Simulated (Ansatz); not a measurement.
Geometry optimisation, RKS B3LYP-D4/STO-3G (Ansatz 0.2.0).

Input:

```yaml
crystal:
  periodic: [false, false, false]
  atoms:
    - { symbol: C, position_ang: [-0.0749, 1.1141, -1.7045] }
    - { symbol: C, position_ang: [0.9037, 1.0094, -0.6051] }
    - { symbol: Si, position_ang: [0.4046, -0.0946, 0.8193] }
    - { symbol: Si, position_ang: [0.412, -2.2803, 0.0994] }
    - { symbol: C, position_ang: [-1.2143, 0.2935, 1.5275] }
    - { symbol: Cl, position_ang: [-1.2137, 1.9893, 2.1496] }
    - { symbol: H, position_ang: [-0.3175, 0.2003, -2.1886] }
    - { symbol: H, position_ang: [0.2924, 1.8529, -2.4969] }
    - { symbol: H, position_ang: [-1.0603, 1.591, -1.2973] }
    - { symbol: H, position_ang: [1.8468, 0.6466, -1.0156] }
    - { symbol: H, position_ang: [1.1158, 2.0102, -0.1843] }
    - { symbol: H, position_ang: [1.5171, 0.0084, 1.8932] }
    - { symbol: H, position_ang: [-0.0588, -3.1571, 1.2236] }
    - { symbol: H, position_ang: [1.616, -2.6944, -0.4598] }
    - { symbol: H, position_ang: [-0.7202, -2.4268, -0.9314] }
    - { symbol: H, position_ang: [-2.0111, 0.2576, 0.8233] }
    - { symbol: H, position_ang: [-1.4565, -0.3205, 2.3876] }
basis:
  gaussian: { orbitals: STO-3G }
hamiltonian:
  xc: b3lyp
  dispersion: d4
relax:
  f_tol: 0.015
  max_steps: 40
output:
  orbitals: {}
```

Run as:

```bash
$ ansatz run input.yaml --threads 1 --pin off --max-ram 2048MiB --backend cpu --events-out ev --progress --plain --runs-dir out
```

Q: Where does it end, and by what steps?

A: It converged. The force dipped under the threshold on the way, but the program's further checks kept it going. Limits of this set-up: minimal basis. After 9 steps the energy has fallen by 0.877 eV; H9 moved furthest, 0.19 Å.

```
step  energy less start (eV)  largest force component (eV/Å)  accepted
   0                  0.0000                           4.346       yes
   1                 -0.7796                           0.767       yes
   2                 -0.8674                           0.215       yes
   3                 -0.8750                           0.069       yes
   4                 -0.8764                           0.021       yes
   5                 -0.8770                           0.026       yes
   6                 -0.8771                           0.016       yes
   7                 -0.8772                           0.008       yes
   8                 -0.8773                           0.011       yes
   9                 -0.8773                           0.013       yes
```

```xyz
17
Properties=species:S:1:pos:R:3
C -0.096 1.100 -1.709
C 0.937 1.054 -0.546
Si 0.486 -0.169 0.819
Si 0.312 -2.290 0.060
C -1.181 0.346 1.559
Cl -1.181 2.133 2.071
H -0.201 0.115 -2.192
H 0.216 1.822 -2.479
H -1.088 1.408 -1.343
H 1.928 0.800 -0.953
H 1.021 2.059 -0.105
H 1.465 -0.076 1.881
H -0.028 -3.194 1.135
H 1.560 -2.730 -0.519
H -0.715 -2.395 -0.951
H -2.015 0.242 0.845
H -1.438 -0.226 2.466
```

Whether the end is a true minimum wasn't checked by a vibrational analysis.

Run time: 110 s on 1 thread of Intel(R) Xeon(R) Processor @ 2.50GHz (Skylake/Cascade Lake), on a shared host, peak memory 0.16 GiB.
